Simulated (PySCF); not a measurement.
**Sm⁶⁰⁺ (samarium, charge +60): Hartree-Fock from Schrödinger to Dirac-Coulomb-Breit**

Occupied: 1s1/2. Hartree-Fock calculated with PySCF 2.14 in an even-tempered Gaussian basis (19 s from 14 bohr⁻², ratio 2.3; 15 p from 16 bohr⁻², ratio 2.3), Gaussian nucleus throughout. NR is non-relativistic, sf-X2C the spin-free one-electron X2C Hamiltonian, X2C adds the bare one-electron spin-orbit term, X2C-SNSO screens it by Boettger's factors, DC is four-component Dirac-Coulomb, and the Gaunt and Breit terms are added at first order (total energies over the DC spinors, levels after relaxing the spinors in that mean field). QED terms are absent. Levels marked empty are virtual spinors of this ion.

| Hamiltonian | E (hartree) | E − E(DC) (hartree) | CPU seconds |
| --- | --- | --- | --- |
| NR | -3805.1855 | 216.1144 | 0.35 |
| sf-X2C | -4019.6472 | 1.6527 | 0.23 |
| X2C | -4019.6472 | 1.6527 | 0.21 |
| X2C-SNSO | -4019.6472 | 1.6527 | 0.2 |
| DC | -4021.2999 | 0.0000 | 4.9 |
| DC+Gaunt | -4017.9620 | 3.3379 | 7.1 |
| DC+Breit | -4017.9620 | 3.3379 | 71 |

Give the 2p spin-orbit interval with each Hamiltonian that has one.

X2C 709.9; X2C-SNSO 697.6; DC 691.5; DC+Gaunt 681.0; DC+Breit 681.0 (eV).

```json
{"level (eV)": "1s1/2", "NR": "-51248.0", "sf-X2C": "-54098.7", "X2C": "-54098.7", "X2C-SNSO": "-54098.7", "DC": "-54143.3", "DC+Gaunt": "-54053.2", "DC+Breit": "-54053.2"}
{"level (eV)": "2s1/2 (empty)", "NR": "-12410.2", "sf-X2C": "-13277.0", "X2C": "-13277.0", "X2C-SNSO": "-13277.0", "DC": "-13281.7", "DC+Gaunt": "-13271.7", "DC+Breit": "-13272.9"}
{"level (eV)": "2p1/2 (empty)", "NR": "-12294.3", "sf-X2C": "-12647.2", "X2C": "-13145.7", "X2C-SNSO": "-13136.6", "DC": "-13134.0", "DC+Gaunt": "-13112.9", "DC+Breit": "-13116.0"}
{"level (eV)": "2p3/2 (empty)", "NR": "-12294.3", "sf-X2C": "-12647.2", "X2C": "-12435.8", "X2C-SNSO": "-12439.0", "DC": "-12442.5", "DC+Gaunt": "-12432.0", "DC+Breit": "-12435.1"}
{"level (eV)": "3s1/2 (empty)", "NR": "-5487.4", "sf-X2C": "-5789.6", "X2C": "-5789.6", "X2C-SNSO": "-5789.6", "DC": "-5790.9", "DC+Gaunt": "-5788.1", "DC+Breit": "-5788.4"}
```

Weight of the small component: 1s1/2 0.0535, 2s1/2 0.0130, 2p1/2 0.0130, 2p3/2 0.0123, 3s1/2 0.00569.

Koopmans' value for the highest occupied level at DC+Breit: 54053.2 eV, against an ionisation energy of 53986.12 ± 0.07 eV (theoretical estimate listed by NIST; NIST Atomic Spectra Database, ionization energies); the former lacks relaxation, correlation, QED and recoil.

The whole ladder took 85 s of wall time on 1 thread of Intel(R) Xeon(R) Platinum 8488C (shared host), launched as `OMP_NUM_THREADS=1 python relrun2.py TASK.json OUT` (a driver that calls PySCF for each Hamiltonian).
